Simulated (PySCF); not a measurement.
One of the candidates below gave these computed data.

All candidates are C11H12.

* 1H NMR: chemical shifts (computed TMS as zero) by class: 6.02 (1 H), 5.87 (1 H), 5.63 (1 H), 5.46 (1 H), 4.69 (1 H), 4.43 (1 H), 4.43 (1 H), 0.83 (2 H), 0.81 (1 H), 0.37 (2 H) ppm [GIAO PBE0/pcSseg-1]
* 13C NMR: chemical shifts (computed TMS as zero) by class: 157.0 (1 C), 154.0 (1 C), 147.7 (1 C), 144.2 (1 C), 138.5 (1 C), 133.5 (1 C), 126.3 (1 C), 113.0 (1 C), 20.5 (1 C), 15.1 (2 C) ppm [GIAO PBE0/pcSseg-1]
* Dipole: 1.52 D [PBE0/pcSseg-1]
* Rotational structure: rotational constants A, B, C: 2.975, 0.645, 0.553 GHz [GFN2-xTB]

Electronic properties: PySCF, gas phase, density fitting. Levels stand in brackets. One conformer (not necessarily the lowest) at the GFN2-xTB geometry, without solvent, vibrations or thermal averaging. NMR classes are plain means over equivalent atoms (diastereotopic ones count apart unless rotation or inversion swaps them), as if these changed places fast.

Problem. Which candidate is it?
A. `C=C[C@@H](C)c1cccc2c1C2`
B. `C=C1C[C@]1(C)c1ccccc1`
C. `C=CC[C@H]1Cc2ccccc21`
D. `C=C1C=CC=C(C2CC2)C=C1`
E. `C=C(C)[C@@H]1Cc2ccccc21`

Solution. D. It is `C=C1C=CC=C(C2CC2)C=C1`. Numbering: `[CH2:1]=[C:2]1[CH:3]=[CH:4][CH:5]=[C:6]([CH:7]2[CH2:8][CH2:9]2)[CH:10]=[CH:11]1`. Its formula, C11H12, gives 6 degrees of unsaturation: 2 rings and 4 π bonds in the structure found (Kekulé form). 11 carbons fall into 10 classes; from least to most shielded: fully substituted alkene carbon [C6] (157.0 ppm), fully substituted alkene carbon [C2] (154.0 ppm), alkene CH carbon [C11] (147.7 ppm), alkene CH carbon [C3] (144.2 ppm), alkene CH carbon [C10] (138.5 ppm), alkene CH carbon [C4] (133.5 ppm), alkene CH carbon [C5] (126.3 ppm), terminal =CH2 carbon [C1] (113.0 ppm), allylic carbon [C7] (20.5 ppm), three-membered-ring carbon [C8/C9] (15.1 ppm, 2 C). Hydrogen classes from least to most shielded: 1 H on an alkene CH carbon, C11 (6.02 ppm), 1 H on an alkene CH carbon, C3 (5.87 ppm), 1 H on an alkene CH carbon, C10 (5.63 ppm), 1 H on an alkene CH carbon, C4 (5.46 ppm), 1 H on an alkene CH carbon, C5 (4.69 ppm), 1 H on a terminal =CH2 carbon, C1 (4.43 ppm), 1 H on a terminal =CH2 carbon, C1 (4.43 ppm), 2 H on 2 three-membered-ring carbons, C8/C9 (0.83 ppm), 1 H on an allylic carbon, C7 (0.81 ppm), 2 H on 2 three-membered-ring carbons, C8/C9 (0.37 ppm). By its constants the optimised geometry is an asymmetric top.

The others, at the same levels:
- `C=C(C)[C@@H]1Cc2ccccc21` fails: it has 11 carbon classes against 10; its computed 13C shifts are 155.5 (1 C), 153.8 (1 C), 150.2 (1 C), 133.1 (1 C), 132.2 (1 C), 128.3 (1 C), 127.9 (1 C), 117.7 (1 C), 51.4 (1 C), 38.4 (1 C), 22.1 (1 C) ppm, 1H shifts are 7.56 (1 H), 7.54 (1 H), 7.38 (1 H), 7.36 (1 H), 5.26 (1 H), 5.24 (1 H), 4.24 (1 H), 3.56 (1 H), 2.89 (1 H), 1.55 (3 H) ppm and rotational constant A is 2.490 GHz (against 2.975 GHz).
- `C=C1C[C@]1(C)c1ccccc1` fails: it has 9 carbon classes against 10; its computed 13C shifts are 155.3 (1 C), 151.7 (1 C), 133.6 (2 C), 130.6 (1 C), 130.5 (2 C), 109.5 (1 C), 26.1 (1 C), 25.1 (1 C), 23.7 (1 C) ppm, 1H shifts are 7.56 (2 H), 7.47 (2 H), 7.44 (1 H), 5.96 (1 H), 5.95 (1 H), 1.62 (3 H), 1.44 (1 H), 1.20 (1 H) ppm and rotational constant A is 2.209 GHz (against 2.975 GHz).
- `C=CC[C@H]1Cc2ccccc21` fails: it has 11 carbon classes against 10; its computed 13C shifts are 155.0 (1 C), 149.9 (1 C), 147.5 (1 C), 132.8 (1 C), 131.9 (1 C), 128.3 (1 C), 126.2 (1 C), 122.5 (1 C), 45.9 (1 C), 44.0 (1 C), 36.6 (1 C) ppm, 1H shifts are 7.53 (1 H), 7.50 (1 H), 7.39 (1 H), 7.39 (1 H), 6.23 (1 H), 5.45 (1 H), 5.35 (1 H), 3.42 (1 H), 3.28 (1 H), 3.00 (1 H), 2.82 (1 H), 1.88 (1 H) ppm and dipole moment is 0.32 D (against 1.52 D).
- `C=C[C@@H](C)c1cccc2c1C2` fails: it has 11 carbon classes against 10; its computed 13C shifts are 152.1 (1 C), 139.8 (1 C), 135.2 (1 C), 133.5 (1 C), 133.4 (1 C), 127.6 (1 C), 119.5 (1 C), 116.2 (1 C), 49.0 (1 C), 28.6 (1 C), 22.2 (1 C) ppm, 1H shifts are 7.38 (1 H), 7.37 (1 H), 7.18 (1 H), 6.87 (1 H), 5.46 (1 H), 5.33 (1 H), 3.45 (1 H), 3.39 (1 H), 3.32 (1 H), 1.29 (3 H) ppm and rotational constant A is 1.936 GHz (against 2.975 GHz).

Each candidate is one conformer, not necessarily the lowest. The conformers computed, where there is a choice (atom-mapped SMILES and torsion angles):
- `[CH2:1]=[C:2]1[CH:3]=[CH:4][CH:5]=[C:6]([CH:7]2[CH2:8][CH2:9]2)[CH:10]=[CH:11]1`: C5–C6–C7–C8 -36°
- `[CH2:1]=[C:2]([CH3:3])[C@@H:4]1[CH2:5][c:6]2[cH:7][cH:8][cH:9][cH:10][c:11]21`: C1–C2–C4–C5 -109°
- `[CH2:1]=[C:2]1[CH2:3][C@:4]1([CH3:5])[c:6]1[cH:7][cH:8][cH:9][cH:10][cH:11]1`: C3–C4–C6–C7 128°
- `[CH2:1]=[CH:2][CH2:3][C@H:4]1[CH2:5][c:6]2[cH:7][cH:8][cH:9][cH:10][c:11]21`: C1–C2–C3–C4 -118°, C2–C3–C4–C5 73°
- `[CH2:1]=[CH:2][C@@H:3]([CH3:4])[c:5]1[cH:6][cH:7][cH:8][c:9]2[c:10]1[CH2:11]2`: C1–C2–C3–C4 120°, C2–C3–C5–C6 153°
